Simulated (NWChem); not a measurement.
C2H5FSi2; SMILES F[SiH2]C#C[SiH3]

Program: NWChem. Pople sets run with spherical d functions. Structure relaxed at the PBE0/def2-SVP level. Level: M05-2X/6-31G* with SMD (1 M gas to 1 M solution), gas-phase geometry. Reactions with the solvent are ignored.

For solvent cyclohexanone:

solvation free energy (kcal/mol): -0.2
cavity-dispersion-structure term (kcal/mol): 2.2

Q: Estimate the same quantities for solvent dichloromethane.

A: The solvation free energy (kcal/mol) is -1.5 and the cavity-dispersion-structure term (kcal/mol) is 0.8.
